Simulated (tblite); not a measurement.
Record of a relaxation.

Compound: C6H3FN3 (charge -1).
Bonds: F1–C2, C2–C3 (aromatic), C3–C4 (aromatic), C4–C5 (aromatic), C5–C6 (aromatic), C6–N7 (aromatic), N7–N8 (aromatic), N8–N9 (aromatic), N9–C10 (aromatic), C2–C10 (aromatic), C6–C10 (aromatic). Hydrogens: H11 on C3; H12 on C4; H13 on C5.
Bond orders are those of one Lewis drawing.

Computed with GFN2-xTB (tblite), gas phase: L-BFGS steps from a force-field or distance-geometry start until the largest atomic force falls under 0.01 eV/Å. 9 of its 14 geometries are shown.

Step 0: E = -763.8076 eV, largest atomic force 2.149 eV/Å
```
atom  x, y, z in Å  |  force x, y, z in eV/Å
F1     -0.339    2.741   -0.034   -0.116   1.036  -0.023
C2     -0.305    1.407   -0.026    0.036  -1.949   0.150
C3     -1.488    0.680    0.017   -0.136   1.101  -0.131
C4     -1.506   -0.708    0.024    0.905  -1.304   0.144
C5     -0.313   -1.440    0.030   -0.607   0.763  -0.103
C6      0.888   -0.721   -0.009    0.075  -1.173   0.067
N7      2.171   -1.159   -0.025    0.729   1.870   0.023
N8      2.945   -0.041   -0.045   -2.148  -0.047  -0.036
N9      2.208    1.091   -0.052    0.461  -1.774   0.072
C10     0.905    0.690   -0.022    0.371   1.440  -0.138
H11    -2.435    1.233    0.020    0.338  -0.183   0.005
H12    -2.455   -1.253    0.058    0.256   0.295  -0.027
H13    -0.280   -2.517    0.047   -0.165  -0.075  -0.002
```

Step 2: E = -763.9755 eV, largest atomic force 0.240 eV/Å
```
atom  x, y, z in Å  |  force x, y, z in eV/Å
F1     -0.342    2.756   -0.035   -0.101  -0.045  -0.009
C2     -0.305    1.382   -0.022    0.059  -0.028   0.073
C3     -1.491    0.687    0.014    0.057  -0.064  -0.066
C4     -1.496   -0.720    0.028    0.203  -0.102   0.078
C5     -0.317   -1.435    0.028    0.027   0.104  -0.054
C6      0.890   -0.734   -0.008   -0.139   0.008   0.025
N7      2.180   -1.131   -0.025   -0.072  -0.065   0.035
N8      2.911   -0.042   -0.046    0.092  -0.028  -0.029
N9      2.214    1.065   -0.051   -0.002   0.141   0.012
C10     0.913    0.705   -0.025   -0.173   0.001  -0.048
H11    -2.429    1.230    0.020    0.082  -0.017  -0.001
H12    -2.448   -1.247    0.057    0.137   0.129  -0.013
H13    -0.285   -2.516    0.047   -0.171  -0.034  -0.004
```

Step 3: E = -763.9782 eV, largest atomic force 0.151 eV/Å
```
atom  x, y, z in Å  |  force x, y, z in eV/Å
F1     -0.344    2.755   -0.035   -0.094  -0.036  -0.006
C2     -0.304    1.382   -0.021   -0.045  -0.040   0.055
C3     -1.491    0.685    0.013    0.086   0.036  -0.048
C4     -1.493   -0.721    0.029    0.117  -0.071   0.057
C5     -0.316   -1.435    0.027    0.003  -0.005  -0.036
C6      0.888   -0.733   -0.008    0.008  -0.005   0.013
N7      2.179   -1.132   -0.024   -0.050   0.024   0.026
N8      2.912   -0.043   -0.047   -0.035   0.011  -0.016
N9      2.214    1.067   -0.050   -0.033  -0.022   0.003
C10     0.912    0.705   -0.026   -0.002   0.059  -0.032
H11    -2.428    1.230    0.020    0.084  -0.034  -0.002
H12    -2.446   -1.245    0.057    0.109   0.097  -0.009
H13    -0.287   -2.516    0.047   -0.150  -0.015  -0.005
```

Step 5: E = -763.9823 eV, largest atomic force 0.085 eV/Å
```
atom  x, y, z in Å  |  force x, y, z in eV/Å
F1     -0.352    2.753   -0.035   -0.069   0.017   0.003
C2     -0.304    1.381   -0.017   -0.008   0.030  -0.015
C3     -1.486    0.682    0.009    0.042   0.044   0.024
C4     -1.485   -0.722    0.034   -0.020   0.046  -0.018
C5     -0.314   -1.437    0.024    0.009  -0.046   0.016
C6      0.887   -0.732   -0.006    0.050  -0.026  -0.011
N7      2.175   -1.131   -0.022    0.040   0.012  -0.001
N8      2.910   -0.043   -0.048   -0.022   0.026   0.016
N9      2.213    1.068   -0.050   -0.005  -0.033  -0.027
C10     0.910    0.706   -0.028    0.054   0.019   0.025
H11    -2.422    1.228    0.020    0.018  -0.026  -0.008
H12    -2.438   -1.237    0.056   -0.021  -0.013   0.005
H13    -0.300   -2.517    0.047   -0.068  -0.050  -0.009
```

Step 6: E = -763.9829 eV, largest atomic force 0.066 eV/Å
```
atom  x, y, z in Å  |  force x, y, z in eV/Å
F1     -0.355    2.753   -0.036   -0.055   0.036   0.004
C2     -0.304    1.381   -0.016    0.034   0.037  -0.023
C3     -1.485    0.682    0.009    0.009   0.013   0.032
C4     -1.483   -0.721    0.034   -0.017   0.023  -0.026
C5     -0.313   -1.438    0.024   -0.013  -0.025   0.021
C6      0.887   -0.732   -0.006    0.030  -0.021  -0.009
N7      2.176   -1.130   -0.021    0.045   0.004  -0.003
N8      2.909   -0.042   -0.048    0.019   0.011   0.014
N9      2.212    1.068   -0.051    0.011   0.004  -0.023
C10     0.911    0.707   -0.028    0.015  -0.012   0.025
H11    -2.420    1.227    0.019   -0.002  -0.012  -0.008
H12    -2.436   -1.236    0.056   -0.029  -0.018   0.007
H13    -0.304   -2.519    0.046   -0.048  -0.039  -0.009
```

Step 8: E = -763.9838 eV, largest atomic force 0.046 eV/Å
```
atom  x, y, z in Å  |  force x, y, z in eV/Å
F1     -0.362    2.755   -0.035   -0.009   0.030   0.001
C2     -0.302    1.383   -0.017    0.025   0.007  -0.012
C3     -1.482    0.683    0.010   -0.019  -0.026   0.017
C4     -1.482   -0.720    0.034    0.002  -0.024  -0.012
C5     -0.312   -1.440    0.025   -0.019   0.010   0.009
C6      0.889   -0.734   -0.007   -0.004  -0.005   0.010
N7      2.178   -1.130   -0.021    0.019  -0.001   0.000
N8      2.910   -0.041   -0.048    0.045  -0.006  -0.005
N9      2.212    1.068   -0.052    0.020   0.024   0.003
C10     0.912    0.707   -0.027   -0.020  -0.028  -0.003
H11    -2.418    1.225    0.019   -0.017   0.011  -0.004
H12    -2.436   -1.234    0.056   -0.011   0.000   0.004
H13    -0.312   -2.522    0.045   -0.013   0.008  -0.008
```

Step 10: E = -763.9840 eV, largest atomic force 0.015 eV/Å
```
atom  x, y, z in Å  |  force x, y, z in eV/Å
F1     -0.363    2.756   -0.035    0.002  -0.006   0.000
C2     -0.302    1.384   -0.017   -0.004  -0.007   0.000
C3     -1.482    0.683    0.011   -0.008  -0.005   0.001
C4     -1.482   -0.720    0.033    0.002  -0.004   0.001
C5     -0.313   -1.440    0.025    0.000   0.004   0.000
C6      0.889   -0.734   -0.006    0.011   0.003   0.009
N7      2.179   -1.130   -0.021    0.004   0.001   0.003
N8      2.912   -0.041   -0.048    0.003  -0.001  -0.006
N9      2.213    1.069   -0.053    0.003  -0.002   0.004
C10     0.912    0.707   -0.027    0.000   0.002  -0.007
H11    -2.418    1.225    0.018   -0.001   0.003  -0.001
H12    -2.436   -1.234    0.057   -0.003   0.002   0.001
H13    -0.314   -2.522    0.045   -0.007   0.009  -0.006
```

Step 11: E = -763.9840 eV, largest atomic force 0.011 eV/Å
```
atom  x, y, z in Å  |  force x, y, z in eV/Å
F1     -0.363    2.756   -0.035    0.001  -0.011  -0.001
C2     -0.302    1.384   -0.017   -0.005  -0.006   0.001
C3     -1.482    0.683    0.011   -0.003   0.002   0.000
C4     -1.482   -0.721    0.033   -0.002   0.002   0.002
C5     -0.313   -1.440    0.025    0.004   0.002   0.000
C6      0.889   -0.734   -0.006    0.008   0.002   0.006
N7      2.180   -1.130   -0.021    0.003   0.001   0.003
N8      2.912   -0.041   -0.048   -0.003   0.002  -0.003
N9      2.213    1.069   -0.053    0.000  -0.004   0.000
C10     0.912    0.706   -0.027    0.005   0.005  -0.003
H11    -2.418    1.225    0.018    0.001   0.000   0.000
H12    -2.436   -1.234    0.057   -0.002   0.000   0.001
H13    -0.314   -2.522    0.045   -0.006   0.004  -0.005
```

Step 13: E = -763.9840 eV, largest atomic force 0.006 eV/Å
```
atom  x, y, z in Å  |  force x, y, z in eV/Å
F1     -0.363    2.756   -0.035    0.000  -0.006  -0.001
C2     -0.302    1.383   -0.017    0.003  -0.002   0.001
C3     -1.482    0.683    0.012    0.001   0.003  -0.001
C4     -1.482   -0.721    0.033   -0.002   0.004   0.002
C5     -0.313   -1.440    0.025   -0.001   0.001   0.001
C6      0.890   -0.734   -0.006    0.000  -0.001   0.000
N7      2.180   -1.130   -0.021    0.001   0.001   0.002
N8      2.912   -0.041   -0.048   -0.002   0.002   0.002
N9      2.213    1.069   -0.053   -0.001   0.001  -0.006
C10     0.912    0.707   -0.027    0.003  -0.001   0.005
H11    -2.418    1.225    0.018   -0.001  -0.001   0.000
H12    -2.437   -1.234    0.057    0.001  -0.002   0.000
H13    -0.315   -2.522    0.044   -0.001   0.000  -0.004
```

Problem. Summarise the path.

Solution. The energy falls by 17.02 kJ/mol from step 0 to step 13; nine tenths of that is first reached at step 2. It falls at every step. The largest force goes from 2.149 to 0.006 eV/Å. Among the bonds N7–N8 changes most, from 1.360 to 1.313 Å; the atoms move by 0.024 Å rms after alignment.

Problem. Follow the three bonds and two angles with the largest change from start to end.

Solution. 
| step | E above end (kJ/mol) | largest force (eV/Å) | N7–N8 (Å) | N8–N9 (Å) | F1–C2 (Å) | C2–C10–N9 (°) | C3–C2–C10 (°) |
| --- | --- | --- | --- | --- | --- | --- | --- |
| 0 | 17.02 | 2.149 | 1.360 | 1.351 | 1.335 | 132.2 | 117.8 |
| 1 | 2.06 | 0.782 | 1.314 | 1.310 | 1.377 | 136.0 | 121.2 |
| 2 | 0.82 | 0.240 | 1.311 | 1.309 | 1.375 | 135.5 | 120.6 |
| 3 | 0.56 | 0.151 | 1.313 | 1.311 | 1.374 | 135.3 | 120.5 |
| 4 | 0.29 | 0.111 | 1.313 | 1.312 | 1.374 | 135.3 | 120.4 |
| 5 | 0.16 | 0.085 | 1.313 | 1.312 | 1.373 | 135.4 | 120.4 |
| 6 | 0.11 | 0.066 | 1.313 | 1.311 | 1.373 | 135.5 | 120.4 |
| 7 | 0.05 | 0.056 | 1.312 | 1.311 | 1.372 | 135.4 | 120.3 |
| 8 | 0.02 | 0.046 | 1.313 | 1.310 | 1.373 | 135.4 | 120.2 |
| 9 | 0.01 | 0.023 | 1.313 | 1.311 | 1.373 | 135.3 | 120.1 |
| 10 | 0.00 | 0.015 | 1.313 | 1.311 | 1.374 | 135.3 | 120.1 |
| 11 | 0.00 | 0.011 | 1.313 | 1.311 | 1.374 | 135.3 | 120.1 |
| 12 | 0.00 | 0.010 | 1.313 | 1.311 | 1.374 | 135.3 | 120.2 |
| 13 | 0.00 | 0.006 | 1.313 | 1.311 | 1.374 | 135.3 | 120.2 |

What follows is the cost of the whole relaxation. Hardware: one thread, Arm Neoverse V2 (aarch64), no GPU, shared host with 48 logical CPUs at a one-minute load of 36. Cost: under 0.1 s wall.
